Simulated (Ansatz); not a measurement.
C4H10Si, SMILES `C[SiH2]C1CC1` at its PBE0-D4/def2-TZVP geometry, where that method's forces vanish. The species carries charge 0 and has multiplicity 1.

```xyz
15

C    -1.6928    0.0976    1.6490
Si   -0.0825   -0.6041    1.0049
C     0.6893    0.4882   -0.2802
C     1.5895   -0.1032   -1.3352
C     0.2345    0.3851   -1.7159
H    -2.1464   -0.5708    2.3846
H    -1.5299    1.0654    2.1297
H    -2.4057    0.2409    0.8336
H    -0.3234   -1.9299    0.3617
H     0.8580   -0.8126    2.1438
H     0.9603    1.4901    0.0420
H     1.7594   -1.1739   -1.3202
H     2.4480    0.4786   -1.6473
H     0.1634    1.3012   -2.2894
H    -0.5217   -0.3526   -1.9611
```

(1) What forces (eV/Å) does r2SCAN-D4/def2-TZVPP give on these atoms in Ansatz? (An estimate is asked.)

## Answers

(1) Ansatz gave: 
```
C1   0.005 -0.008  0.003
Si2  0.014 -0.028  0.010
C3  -0.053  0.040  0.252
C4   0.217 -0.091 -0.079
C5  -0.162  0.040 -0.184
H6  -0.004  0.025 -0.013
H7  -0.016 -0.017 -0.007
H8   0.003  0.003  0.023
H9   0.008  0.025  0.008
H10 -0.014  0.000 -0.016
H11  0.008  0.007 -0.014
H12 -0.008  0.013  0.003
H13 -0.015 -0.003  0.000
H14  0.007 -0.011  0.008
H15  0.011  0.004  0.006
```
